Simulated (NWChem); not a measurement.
System: C4H5Cl; SMILES C=CC(=C)Cl

Input file for NWChem:

```
start job
memory heap 200 mb stack 900 mb global 1100 mb
geometry units angstroms noautosym nocenter noautoz
  C      0.720369    -1.981587     0.000000
  C     -0.425299    -1.291750     0.000000
  C     -0.558878     0.162482     0.000000
  C     -1.735916     0.802691     0.000000
  Cl     0.916544     1.087971     0.000000
  H      1.687221    -1.472333     0.000000
  H      0.716189    -3.073647     0.000000
  H     -1.382372    -1.824601     0.000000
  H     -2.663125     0.225145     0.000000
  H     -1.798025     1.891468     0.000000
end
basis spherical
  * library cc-pvtz
end
dft
  xc hfexch
  iterations 150
  semidirect filesize 400000000
end
property
  efieldgrad
end
task dft property
```

Output (shortened):

```
             Northwest Computational Chemistry Package (NWChem) 7.3.0
             --------------------------------------------------------

                             Geometry "geometry" -> ""
                             -------------------------

 Output coordinates in angstroms (scale by  1.889725989 to convert to a.u.)

  No.       Tag          Charge          X              Y              Z
 ---- ---------------- ---------- -------------- -------------- --------------
    1 C                    6.0000     0.72036900    -1.98158700     0.00000000
    2 C                    6.0000    -0.42529900    -1.29175000     0.00000000
    3 C                    6.0000    -0.55887800     0.16248200     0.00000000
    4 C                    6.0000    -1.73591600     0.80269100     0.00000000
    5 Cl                  17.0000     0.91654400     1.08797100     0.00000000
    6 H                    1.0000     1.68722100    -1.47233300     0.00000000
    7 H                    1.0000     0.71618900    -3.07364700     0.00000000
    8 H                    1.0000    -1.38237200    -1.82460100     0.00000000
    9 H                    1.0000    -2.66312500     0.22514500     0.00000000
   10 H                    1.0000    -1.79802500     1.89146800     0.00000000

 Effective nuclear repulsion energy (a.u.)     197.6126660820

  xc_inp: hfexch multiplicative factor not found.
                              NWChem Property Module
                              ----------------------

  itol2e modified to match energy
  convergence criterion.

                                 NWChem DFT Module
                                 -----------------

 Summary of "ao basis" -> "ao basis" (spherical)
 ------------------------------------------------------------------------------
       Tag                 Description            Shells   Functions and Types
 ---------------- ------------------------------  ------  ---------------------
 C                          cc-pvtz                 10       30   4s3p2d1f
 Cl                         cc-pvtz                 12       34   5s4p2d1f
 H                          cc-pvtz                  6       14   3s2p1d

  itol2e modified to match energy
  convergence criterion.

            General Information
            -------------------
          SCF calculation type: DFT
          Wavefunction type:  closed shell.
          No. of atoms     :    10
          No. of electrons :    46
           Alpha electrons :    23
            Beta electrons :    23
          Charge           :     0
          Spin multiplicity:     1
          Use of symmetry is: off; symmetry adaption is: off
          Maximum number of iterations: 150
          AO basis - number of functions:   224
                     number of shells:    82
          Convergence on energy requested:  1.00D-07
          Convergence on density requested:  1.00D-05
          Convergence on gradient requested:  5.00D-04

              XC Information
              --------------
                     Hartree-Fock (Exact) Exchange  1.000

      Superposition of Atomic Density Guess
      -------------------------------------

 Sum of atomic energies:        -612.66747763

      Non-variational initial energy
      ------------------------------

 Total energy =    -615.397519
 1-e energy   =   -1231.593440
 2-e energy   =     418.583254
 HOMO         =      -0.273109
 LUMO         =      -0.044867

------------------------------------------------------------
EAF file 0: "./job.aoints.0" size=626524160 bytes
------------------------------------------------------------
               write      read    awrite     aread      wait
               -----      ----    ------     -----      ----
     calls:     1195         0         0         0         0
   data(b): 6.27e+08  0.00e+00  0.00e+00  0.00e+00
   time(s): 0.00e+00  0.00e+00  0.00e+00  0.00e+00  0.00e+00
rate(mb/s): 0.00e+00  0.00e+00
------------------------------------------------------------

   convergence    iter        energy       DeltaE   RMS-Dens  Diis-err
 ---------------- ----- ----------------- --------- --------- ---------
 d= 0,ls=0.0,diis     1   -613.8457634324 -8.11D+02  1.75D-03  3.54D-01
 d= 0,ls=0.0,diis     2   -613.9002583896 -5.45D-02  6.88D-04  7.34D-02
 d= 0,ls=0.0,diis     3   -613.9089579139 -8.70D-03  3.59D-04  1.15D-02
 d= 0,ls=0.0,diis     4   -613.9109560452 -2.00D-03  8.73D-05  4.15D-04
 d= 0,ls=0.0,diis     5   -613.9110386290 -8.26D-05  3.92D-05  4.37D-05
  Resetting Diis
 d= 0,ls=0.0,diis     6   -613.9110514083 -1.28D-05  1.62D-05  5.41D-06
 d= 0,ls=0.0,diis     7   -613.9110533716 -1.96D-06  2.98D-06  5.30D-07
 d= 0,ls=0.0,diis     8   -613.9110535118 -1.40D-07  1.50D-06  1.06D-07
 d= 0,ls=0.0,diis     9   -613.9110535506 -3.88D-08  1.46D-06  4.78D-08

         Total DFT energy =     -613.911053550576
      One electron energy =    -1234.984564424817
           Coulomb energy =      473.492543555567
    Exchange-Corr. energy =      -50.031698763297
 Nuclear repulsion energy =      197.612666081971

 Numeric. integr. density =        0.000000000000

                       DFT Final Molecular Orbital Analysis
                       ------------------------------------

 Vector   21  Occ=2.000000D+00  E=-4.539943D-01
              MO Center=  7.6D-01,  9.6D-01,  5.1D-16, r^2= 1.7D+00
   Bfn.  Coefficient  Atom+Function         Bfn.  Coefficient  Atom+Function
  ----- ------------  ---------------      ----- ------------  ---------------
   130      0.467676   5 Cl py              136      0.306177   5 Cl py
   129     -0.295846   5 Cl px              133      0.210175   5 Cl py
   135     -0.192002   5 Cl px              132     -0.133286   5 Cl px
    39      0.073833   2 C  py               98     -0.064547   4 C  px
    69     -0.063350   3 C  py               36      0.060139   2 C  py

 Vector   22  Occ=2.000000D+00  E=-4.184520D-01
              MO Center=  2.2D-01, -2.0D-01,  7.8D-16, r^2= 3.4D+00
   Bfn.  Coefficient  Atom+Function         Bfn.  Coefficient  Atom+Function
  ----- ------------  ---------------      ----- ------------  ---------------
   131      0.377438   5 Cl pz              137      0.259275   5 Cl pz
    40     -0.211748   2 C  pz              134      0.170728   5 Cl pz
    10     -0.168924   1 C  pz               37     -0.151822   2 C  pz
    43     -0.146593   2 C  pz                7     -0.122127   1 C  pz
    70     -0.122640   3 C  pz               13     -0.116848   1 C  pz

[...]

          -----------------------
          Electric field gradient
          -----------------------

 1 a.u. = 0.324123 10**(16) esu/cm**3  ( or statvolts/cm**2 ) = 0.97174 10**(22) v/m**2

 ------------------------------------------------------------
   Atom      X         Y         Z
 ------------------------------------------------------------
    1 C    1.36130  -3.74466   0.00000
 ------------------------------------------------------------

 Electric field gradient in molecular frame (a.u.)
         XX             YY             ZZ             XY             XZ             YZ
 ------------------------------------------------------------------------------------------
        0.243875       0.168868      -0.412743      -0.053205       0.000000      -0.000000

 Principal components (a.u.) and orientation
 of principal axis w.r.t. absolute frame                      Asymmetry parameter eta
 --------------------------------------------------------------------------------------
       -0.412743       0.271465       0.141277                       0.315422

        0.000000       0.887733       0.460359
        0.000000      -0.460359       0.887733
        1.000000       0.000000       0.000000

 ------------------------------------------------------------
   Atom      X         Y         Z
 ------------------------------------------------------------
    2 C   -0.80370  -2.44105   0.00000
 ------------------------------------------------------------

 Electric field gradient in molecular frame (a.u.)
         XX             YY             ZZ             XY             XZ             YZ
 ------------------------------------------------------------------------------------------
        0.256055       0.075859      -0.331914      -0.088781       0.000000       0.000000

 Principal components (a.u.) and orientation
 of principal axis w.r.t. absolute frame                      Asymmetry parameter eta
 --------------------------------------------------------------------------------------
       -0.331914       0.292447       0.039467                       0.762184

        0.000000       0.925281       0.379281
        0.000000      -0.379281       0.925281
        1.000000       0.000000       0.000000

 ------------------------------------------------------------
   Atom      X         Y         Z
 ------------------------------------------------------------
    3 C   -1.05613   0.30705   0.00000
 ------------------------------------------------------------

 Electric field gradient in molecular frame (a.u.)
         XX             YY             ZZ             XY             XZ             YZ
 ------------------------------------------------------------------------------------------
       -0.000498       0.177988      -0.177490      -0.369819      -0.000000       0.000000

 Principal components (a.u.) and orientation
 of principal axis w.r.t. absolute frame                      Asymmetry parameter eta
 --------------------------------------------------------------------------------------
        0.469180      -0.291689      -0.177490                       0.243402

       -0.618635       0.785678       0.000000
        0.785678       0.618635       0.000000
        0.000000       0.000000       1.000000

 ------------------------------------------------------------
   Atom      X         Y         Z
 ------------------------------------------------------------
    4 C   -3.28041   1.51687   0.00000
 ------------------------------------------------------------

 Electric field gradient in molecular frame (a.u.)
         XX             YY             ZZ             XY             XZ             YZ
 ------------------------------------------------------------------------------------------
        0.182950       0.155184      -0.338134      -0.043223      -0.000000      -0.000000

 Principal components (a.u.) and orientation
 of principal axis w.r.t. absolute frame                      Asymmetry parameter eta
 --------------------------------------------------------------------------------------
       -0.338134       0.214465       0.123669                       0.268519

        0.000000       0.808025       0.589148
        0.000000      -0.589148       0.808025
        1.000000       0.000000       0.000000

 ------------------------------------------------------------
   Atom      X         Y         Z
 ------------------------------------------------------------
    5 Cl   1.73202   2.05597   0.00000
 ------------------------------------------------------------

 Electric field gradient in molecular frame (a.u.)
         XX             YY             ZZ             XY             XZ             YZ
 ------------------------------------------------------------------------------------------
       -1.996621       0.310764       1.685857      -2.541752      -0.000000       0.000000

 Principal components (a.u.) and orientation
 of principal axis w.r.t. absolute frame                      Asymmetry parameter eta
 --------------------------------------------------------------------------------------
       -3.634256       1.948399       1.685857                       0.072241

        0.840629      -0.541612       0.000000
        0.541612       0.840629      -0.000000
        0.000000       0.000000       1.000000

 ------------------------------------------------------------
   Atom      X         Y         Z
 ------------------------------------------------------------
    6 H    3.18839  -2.78231   0.00000
 ------------------------------------------------------------

 Electric field gradient in molecular frame (a.u.)
         XX             YY             ZZ             XY             XZ             YZ
 ------------------------------------------------------------------------------------------
       -0.196810       0.047222       0.149588      -0.169663       0.000000       0.000000

 Principal components (a.u.) and orientation
 of principal axis w.r.t. absolute frame                      Asymmetry parameter eta
 --------------------------------------------------------------------------------------
       -0.283776       0.149588       0.134188                       0.054269

        0.889904       0.000000      -0.456147
        0.456147       0.000000       0.889904
        0.000000       1.000000       0.000000

 ------------------------------------------------------------
   Atom      X         Y         Z
 ------------------------------------------------------------
    7 H    1.35340  -5.80835   0.00000
 ------------------------------------------------------------

 Electric field gradient in molecular frame (a.u.)
         XX             YY             ZZ             XY             XZ             YZ
 ------------------------------------------------------------------------------------------
        0.137650      -0.290326       0.152676      -0.001166      -0.000000      -0.000000

 Principal components (a.u.) and orientation
 of principal axis w.r.t. absolute frame                      Asymmetry parameter eta
 --------------------------------------------------------------------------------------
       -0.290329       0.152676       0.137654                       0.051741

        0.002724       0.000000       0.999996
        0.999996       0.000000      -0.002724
        0.000000       1.000000       0.000000

 ------------------------------------------------------------
   Atom      X         Y         Z
 ------------------------------------------------------------
    8 H   -2.61230  -3.44800   0.00000
 ------------------------------------------------------------

 Electric field gradient in molecular frame (a.u.)
         XX             YY             ZZ             XY             XZ             YZ
 ------------------------------------------------------------------------------------------
       -0.185855       0.032411       0.153444      -0.174650       0.000000       0.000000

 Principal components (a.u.) and orientation
 of principal axis w.r.t. absolute frame                      Asymmetry parameter eta
 --------------------------------------------------------------------------------------
       -0.282665       0.153444       0.129221                       0.085696

        0.874619       0.000000      -0.484810
        0.484810       0.000000       0.874619
        0.000000       1.000000       0.000000

 ------------------------------------------------------------
   Atom      X         Y         Z
 ------------------------------------------------------------
    9 H   -5.03258   0.42546   0.00000
 ------------------------------------------------------------

 Electric field gradient in molecular frame (a.u.)
         XX             YY             ZZ             XY             XZ             YZ
 ------------------------------------------------------------------------------------------
       -0.170931       0.015238       0.155693      -0.190432       0.000000       0.000000

 Principal components (a.u.) and orientation
 of principal axis w.r.t. absolute frame                      Asymmetry parameter eta
 --------------------------------------------------------------------------------------
       -0.289811       0.155693       0.134118                       0.074444

        0.848278       0.000000      -0.529552
        0.529552       0.000000       0.848278
        0.000000       1.000000       0.000000

[...]
```

Level: Hartree-Fock/cc-pVTZ. Structure relaxed at the PBE0/def2-SVP level. NWChem prints the field gradient with the sign opposite to the second derivative of the potential.
